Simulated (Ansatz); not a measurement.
Reaction (ligand exchange at the Si–C bond): `C=C[SiH](F)[GeH3]` + H₂S → `F[SiH](S)[GeH3]` + `C=C`

Computed with Ansatz on PBE0-D4/def2-TZVP structures; ΔE is electronic, products minus reactants. CBS: MP2 limit from def2 TZ/QZ plus the TZ coupled-cluster correction, frozen cores. This one scheme is used for every species. Functionals use def2-TZVPP. B3LYP here is the variant with VWN-RPA as its local correlation; programs differ in this. For Ge outer-core shells are correlated without core-valence functions, which leaves a few kJ/mol of doubt a bond. Scalar relativity is left out up to krypton. One conformer a species, not always the lowest.

```json
{"level": "PBE0-D4", "ΔE (kJ/mol)": "-63.0", "difference from CCSD(T)/CBS": "-2.3"}
{"level": "B3LYP-D4", "ΔE (kJ/mol)": "-60.2", "difference from CCSD(T)/CBS": "0.5"}
{"level": "ωB97M-V", "ΔE (kJ/mol)": "-60.8", "difference from CCSD(T)/CBS": "-0.1"}
{"level": "PBE", "ΔE (kJ/mol)": "-64.1", "difference from CCSD(T)/CBS": "-3.4"}
{"level": "PBE0", "ΔE (kJ/mol)": "-63.7", "difference from CCSD(T)/CBS": "-3.0"}
{"level": "B3LYP", "ΔE (kJ/mol)": "-61.1", "difference from CCSD(T)/CBS": "-0.4"}
{"level": "HF/def2-TZVPP", "ΔE (kJ/mol)": "-59.6", "difference from CCSD(T)/CBS": "1.1"}
{"level": "HF/def2-QZVPP", "ΔE (kJ/mol)": "-59.3", "difference from CCSD(T)/CBS": "1.4"}
{"level": "MP2/def2-QZVPP", "ΔE (kJ/mol)": "-61.8", "difference from CCSD(T)/CBS": "-1.1"}
{"level": "MP2/CBS(def2)", "ΔE (kJ/mol)": "-63.3", "difference from CCSD(T)/CBS": "-2.6"}
{"level": "CCSD(T)/CBS", "ΔE (kJ/mol)": "-60.7", "difference from CCSD(T)/CBS": "0"}
```

Largest T1 diagnostic among the species: 0.012.
